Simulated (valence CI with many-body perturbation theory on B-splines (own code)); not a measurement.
## Questions on Pb LXIX

Level of theory: configuration interaction combined with many-body perturbation theory (CI+MBPT): four valence electrons over a frozen Dirac-Fock core [Ne], radial functions for each j: 11 s, 11 p, 10 d, 8 f, 5 g, 2 h, with the one-electron correlation potential Σ1, the two-electron term Σ2, the three-electron term Σ3, Breit, model QED; selected CI, second order for the rest, scaled by the run's own slope (own B-spline code, finite nucleus).

No measured spectrum was set against this ion. As an estimate, large intervals hold to a few tenths of a per cent, small ones and those within an open d or f shell to about a per cent. Among the levels kept, up to 570 cm⁻¹ of a level comes from second order outside the variational space, and about a tenth of that is noise between levels of different J, which matters for small intervals.

Levels are named by their leading jj configuration (3d3/2^4 stands for four electrons in 3d with j = 3/2), which in mixed levels can hold well under half, so a name can repeat and another be missing.

Rates and lifetimes use the calculated energies. Strong lines usually hold to 10 to 20 %, long lifetimes can be off by a factor of two.

Question: What is the ground level?

Answer: (3s^2 3p1/2^2) J=0, composition 68 % 3s²3p² ³P + 32 % 3s²3p² ¹S.

Question: Name the longest-lived excited levels whose lifetime is computed, and their main decay.

Answer: (3s^2 3p1/2 3p3/2) J=2 at 587.2 eV lives 30.4 ns, mostly by E2 to (3s^2 3p1/2^2) J=0; (3s^2 3p1/2 3p3/2) J=1 at 576.8 eV lives 845 ps, mostly by M1 to (3s^2 3p1/2^2) J=0.

Question: What is the ionisation energy?

Answer: 8520.3 eV; NIST lists 8520 ± 50 eV (theoretical).

Question: How well does LS coupling describe the low levels?

Answer: Among the lowest 20 levels the leading LS term, summed over configurations, holds 58 % on average. For single configurations the figures are 55 % in LS and 93 % in jj coupling. Terms mix most in the J = 2 level at 1197.1 eV, where the leading one holds 26 %.

Question: Where does the other parity begin?

Answer: At (3s 3p1/2^2 3p3/2) J=2, 777.2 eV.
